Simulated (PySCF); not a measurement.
Vertical excitation energies

Species: C₃H₇F₂NOSi.
Bonds: O1–C2 (double), C2–C3, C3–C4, C4–F5, C4–F6, C2–N7, N7–Si8. Hydrogens: H9, H10 on C3; H11 on C4; H12 on N7; H13, H14, H15 on Si8.

Method: PySCF 2.14.0, density-fitted response routines, TDDFT PBE0/def2-SVPD, vertical, gas phase, core orbitals frozen in the response. The structure is a single GFN2-xTB conformer in the gas phase; no vibrational or solvent corrections. Torsions of this conformer, `[O:1]=[C:2]([CH2:3][CH:4]([F:5])[F:6])[NH:7][SiH3:8]`: O1–C2–C3–C4 -28°, C2–C3–C4–F5 -84°, O1–C2–N7–Si8 0°.

```csv
state,E (eV),ν̃ (cm⁻¹),f,|μ| (D),"main configurations (H = HOMO, L = LUMO)"
S1,5.82,46930,0.0002,0.09,H→L (96%)
S2,6.97,56180,0.0033,0.35,"H→L+1 (63%), H-1→L (33%)"
S3,7.02,56600,0.0005,0.13,H-1→L+1 (97%)
S4,7.31,59000,0.182,2.56,"H-1→L (56%), H→L+1 (32%)"
S5,7.91,63770,0.0015,0.22,"H-1→L+2 (77%), H-1→L+3 (16%)"
S6,7.94,64070,0.044,1.21,"H→L+2 (80%), H→L+3 (10%)"
```

Triplets, Tamm–Dancoff:

| state | E (eV) | λ (nm) | main configurations (H = HOMO, L = LUMO) |
| --- | --- | --- | --- |
| T1 | 5.34 | 232.2 | H→L (94%) |
| T2 | 5.54 | 223.9 | H-1→L (88%) |

The lowest singlet lies at 5.82 eV (213 nm, ultraviolet) and is dark (f under 0.0005); its leading configuration is HOMO→LUMO (96%). The most intense listed level is S4 at 7.31 eV (170 nm, f = 0.182), 1.50 eV above S1. S1 has the pattern of n→π* at C=O. The oscillator strengths of these states sum to 0.232; summed over the whole spectrum of an exact calculation they would give the number of electrons, 72 (Thomas–Reiche–Kuhn). The listed states span 2.13 eV, and the widest gap between neighbours is 1.15 eV (S1 to S2). Weighted by f, the mean energy of these states is 7.43 eV. Singlets were solved by full linear response, triplets in the Tamm–Dancoff approximation.
